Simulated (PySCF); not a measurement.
# SMILES C(C1=CC=C(CC)C=C1)(=O)O, C₉H₁₀O₂

Cartesian coordinates in Å; atom numbers follow the order of the lines, from 1:
```xyz
21

C    -3.170    0.392   -0.386
C    -2.307    0.487    0.871
C    -0.858    0.189    0.596
C    -0.375   -1.125    0.648
C     0.951   -1.411    0.349
C     1.827   -0.382   -0.012
C     3.235   -0.735   -0.316
O     3.688   -1.851   -0.261
O     3.981    0.324   -0.665
C     1.357    0.935   -0.069
C     0.028    1.211    0.233
H    -2.830    1.103   -1.154
H    -3.118   -0.616   -0.825
H    -4.224    0.611   -0.161
H    -2.396    1.497    1.303
H    -2.685   -0.214    1.632
H    -1.052   -1.935    0.933
H     1.338   -2.431    0.392
H     4.871   -0.020   -0.836
H     2.042    1.737   -0.348
H    -0.332    2.243    0.191
```

Computed, not measured: PySCF 2.14.0, TDDFT CAM-B3LYP/def2-SVPD excited states, vertical, gas phase. Geometry: PBE0-D3(BJ)/def2-SVP.

Task: Give the one- and two-photon strengths of the lowest singlets.

Result: δ for parallel linear polarisation; σ at the peak of a Lorentzian of half width 0.1 eV, single beam; Ω is circular over linear.
```
state  E (eV)      f  photon λ (nm)  δ (au)  σ (GM)     Ω                                main
   S1    5.11  0.011            485    5.13    0.05  1.50  HOMO−1→LUMO 0.68, HOMO→LUMO+1 0.29
   S2    5.30  0.001            468    0.92    0.01  0.80                    HOMO−2→LUMO 0.85
   S3    5.46  0.334            454     279    3.04  0.78                      HOMO→LUMO 0.88
   S4    6.53  0.231            380    6.61    0.10  1.49  HOMO→LUMO+1 0.64, HOMO−1→LUMO 0.30
   S5    6.78  0.705            366    87.3    1.47  0.72                  HOMO−1→LUMO+1 0.85
   S6    7.17  0.001            346    <0.1    0.00     –  HOMO−4→LUMO 0.66, HOMO−6→LUMO 0.29
```

Among these, the strongest one-photon state is S5, the strongest two-photon state S3, with a dipole change of 2.6 D (relaxed, norm of the difference vector).
